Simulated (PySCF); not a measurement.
Choosing a molecule for a target property.

All species are isolated and taken at one optimised geometry, non-relativistic unless stated. Electronic properties by PySCF.

The conformers computed, where there is a choice (atom-mapped SMILES and torsion angles):
- `[CH2:1]=[C:2]1[CH:3]=[CH:4]/[C:5]1=[C:6](/[CH3:7])[C:8]([F:9])([F:10])[F:11]`: C5–C6–C8–F9 121°
- `[CH:1]#[C:2][CH2:3]/[P:4]=[P:5]/[C@H:6]([CH3:7])[CH2:8][CH3:9]`: C2–C3–P4–P5 -129°, P4–P5–C6–C7 62°, P5–C6–C8–C9 -60°
- `[CH2:1]=[CH:2][CH2:3]/[CH:4]=[CH:5]/[C:6]([C:7]#[N:8])=[CH:9]\[SiH3:10]`: C1–C2–C3–C4 -123°, C2–C3–C4–C5 117°, C4–C5–C6–C7 2°
- `[CH2:1]=[C:2]1[CH2:3][C@:4]([C:5]#[N:6])([C:7](=[CH2:8])[CH3:9])[SiH2:10]1`: C3–C4–C7–C8 13°
- `[CH2:1]=[C:2]([CH2:3][Cl:4])[SiH2:5][C:6]#[C:7][SiH2:8][F:9]`: C1–C2–C3–Cl4 -122°, C1–C2–Si5–C6 -145°

The conformers of `CCC(=O)OC[Si@@H](F)OC` aren't listed.

Question: Wanted: dipole moment above 3 D (PBE0/pcSseg-1) and smallest rotational constant below 0.7 GHz (GFN2-xTB), at GFN2-xTB geometries. Which candidate meets both?
A. `C=C1C=C/C1=C(/C)C(F)(F)F`
B. `C=CC/C=C/C(C#N)=C\[SiH3]`
C. `C1(=C)[SiH2][C@](C1)(C(C)=C)C#N`
D. `C#CC/P=P/[C@H](C)CC`

Answer: B. Computed values:
```
                        species  dipole moment  smallest rotational constant
            C#CC/P=P/[C@H](C)CC         1.19 D                     0.537 GHz
       C=C1C=C/C1=C(/C)C(F)(F)F         2.70 D                     0.620 GHz
       C=CC/C=C/C(C#N)=C\[SiH3]         3.59 D                     0.422 GHz
C1(=C)[SiH2][C@](C1)(C(C)=C)C#N         4.07 D                     0.825 GHz
```

Question: Wanted: HOMO–LUMO gap between 6 eV and 6.7 eV (PBE0/pcSseg-1) and HOMO energy below -7.4 eV (PBE0/pcSseg-1), at GFN2-xTB geometries. Which candidate meets both?
A. `C=CC/C=C/C(C#N)=C\[SiH3]`
B. `C=C1C[C@](C#N)(C(=C)C)[SiH2]1`
C. `C(#C[SiH2]C(=C)CCl)[SiH2]F`
D. `C=C1C=C/C1=C(/C)C(F)(F)F`
E. `C#CC/P=P/[C@H](C)CC`
F. `CCC(=O)OC[Si@@H](F)OC`
G. `C[C@@H]1CC[S@]1=O`

Answer: B. Computed values:
| species | HOMO–LUMO gap | HOMO energy |
| --- | --- | --- |
| C#CC/P=P/[C@H](C)CC | 4.34 eV | -6.95 eV |
| C=CC/C=C/C(C#N)=C\[SiH3] | 5.15 eV | -7.27 eV |
| C=C1C=C/C1=C(/C)C(F)(F)F | 5.72 eV | -7.07 eV |
| C=C1C[C@](C#N)(C(=C)C)[SiH2]1 | 6.54 eV | -7.45 eV |
| C[C@@H]1CC[S@]1=O | 6.79 eV | -6.46 eV |
| C(#C[SiH2]C(=C)CCl)[SiH2]F | 6.89 eV | -8.13 eV |
| CCC(=O)OC[Si@@H](F)OC | 7.71 eV | -7.97 eV |
